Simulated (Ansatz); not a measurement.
Correlation energies of C$_{3}$H$_{8}$AlCl (`C[CH](C)[AlH][Cl]`) by basis set

```tsv
atom	x (Å)	y (Å)	z (Å)
C1	0.3519	0.1532	-1.4102
C2	-0.3793	-0.0968	-0.0935
C3	0.0964	-1.3826	0.5849
Al4	-0.3472	1.4208	1.1447
Cl5	-0.0131	3.3592	0.3889
H6	-0.0021	1.0546	-1.9154
H7	1.4281	0.2744	-1.2529
H8	0.2219	-0.6895	-2.0991
H9	-1.4500	-0.2228	-0.3235
H10	-0.4370	-1.5862	1.5178
H11	1.1639	-1.3384	0.8243
H12	-0.0456	-2.2502	-0.0696
H13	-0.5878	1.3042	2.7037
```

Charge 0, multiplicity 1. The geometry is a stationary point of PBE0-D4/def2-TZVP. It is one conformer, not always the lowest. Frozen core, restricted reference, Ansatz. CBS rows extrapolate triple and quadruple zeta; past MP2 they add the triple-zeta difference.

```csv
basis,HF (Eh),MP2 corr.,CCSD corr.,(T),CCSD(T) total
def2-SVP,-819.44390,-0.62968,-0.69405,-0.01874,-820.15669
def2-TZVPP,-819.81265,-0.79751,-0.85829,-0.03372,-820.70466
def2-QZVPP,-819.83805,-0.85636,–,–,–
CBS(def2),-819.84155,-0.89995,-0.96074,as TZ,-820.83601
```
